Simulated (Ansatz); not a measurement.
Basis-set extrapolation for ClFH5NSi2 (`F[SiH2]N[SiH2]Cl`) (PBE0-D4/def2-TZVP geometry, frozen core, the Gaussian-basis code of Ansatz). Multiplicity 1, RHF reference.

|  | def2-TZVPP | def2-QZVPP |
| --- | --- | --- |
| HF | -1194.462055 | -1194.501506 |
| MP2 correlation | -0.890564 | -0.969281 |
| CCSD(T) correlation | -0.973130 | not run |

Energies in hartree. Use E(X) = E(∞) + A·exp(−7.88·√X) for Hartree–Fock and E(X) = E(∞) + B·X^(−2.97) for correlation, with X = 3 and 4, and add CCSD(T) minus MP2 of the smaller set to the MP2 limit.

Question: What is the CCSD(T) energy at the basis-set limit?

Answer: HF limit: -1194.501506 + (-0.039451) × 0.13774 = -1194.50694. MP2 limit: -0.969281 + (-0.078717) × 0.74074 = -1.02759. Higher-order term: -0.973130 − (-0.890564) = -0.08257. Total: -1195.61710 hartree, 4.95 eV below CCSD(T)/def2-TZVPP.
